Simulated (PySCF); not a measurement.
1-methylcyclopentene (C₆H₁₀), SMILES C1CCC(=C1)C.

Geometry optimised at r2SCAN-D4/def2-SVP. Other conformers were not sampled.

Two levels are set side by side: TDDFT-PBE/def2-SVPD (PySCF) and TDDFT-LC-ωPBE/def2-SVPD (PySCF). Vertical, same geometry. The lowest singlet is HOMO→LUMO+1 100 % with PBE and HOMO→LUMO+1 81 %, HOMO→LUMO+2 15 % with the other functional; states are paired by order. Differences are taken from unrounded values.

| quantity | TDDFT-LC-ωPBE |
|---|---|
| lowest singlet excitation (eV) | 6.97 |
| lowest triplet excitation (TDA) (eV) | 4.02 |
| first bright state (f over 0.05) (eV) | 6.97 |
| its oscillator strength | 0.34 |

Question: What does TDDFT-PBE give, and how far is it from TDDFT-LC-ωPBE? (An estimate is asked for; the answer gives what the named calculation found.)

Answer: 
```csv
quantity,TDDFT-PBE,TDDFT-PBE minus TDDFT-LC-ωPBE
lowest singlet excitation (eV),5.55,-1.43
lowest triplet excitation (TDA) (eV),4.18,0.16
first bright state (f over 0.05) (eV),6.32,-0.65
its oscillator strength,0.22,-0.11
```

A lower first singlet is the usual sign of a functional without exact exchange. Differences between two approximate levels are no errors against the true value.

Rough cost on one machine, each run with all the roots and properties that it gave: TDDFT-LC-ωPBE against TDDFT-PBE about 6 times.
